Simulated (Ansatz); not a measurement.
One change: `F[SiH2][CH](F)[SnH3]` becomes `FC[SiH2]F`.

Ansatz, PBE0-D4/def2-TZVP geometries, multiplicity 1. Each molecule was computed in one conformer, which needn't be the lowest.

Elements past krypton have def2 core potentials.

```
                                      property  `F[SiH2][CH](F)[SnH3]`
       HOMO–LUMO gap (ωB97M-V/def2-TZVPP) / eV                   11.26
           HOMO energy (B3LYP/def2-TZVPP) / eV                   -7.77
            HOMO energy (PBE0/def2-TZVPP) / eV                   -7.97
size of the dipole moment (PBE/def2-TZVPP) / D                    0.54
           LUMO energy (B3LYP/def2-TZVPP) / eV                   -0.79
             LUMO energy (PBE/def2-TZVPP) / eV                   -1.48
```

Problem. What does the change do to each property? (Estimate.)

Solution. Computed: 
```csv
property,`FC[SiH2]F`,shift
HOMO–LUMO gap (ωB97M-V/def2-TZVPP) / eV,12.99,1.73
HOMO energy (B3LYP/def2-TZVPP) / eV,-8.65,-0.88
HOMO energy (PBE0/def2-TZVPP) / eV,-8.86,-0.89
size of the dipole moment (PBE/def2-TZVPP) / D,2.03,1.49
LUMO energy (B3LYP/def2-TZVPP) / eV,-0.16,0.63
LUMO energy (PBE/def2-TZVPP) / eV,-0.81,0.67
```

With PBE0 the HOMO falls by 0.89 eV and the LUMO rises by 0.65 eV, so the gap widens by about 1.54 eV. PBE moves the HOMO by -0.60 eV and ωB97M-V by -1.05 eV. Dipoles are sizes alone; their direction can turn.

B3LYP here is the variant with VWN-RPA as its local correlation; programs differ in this.
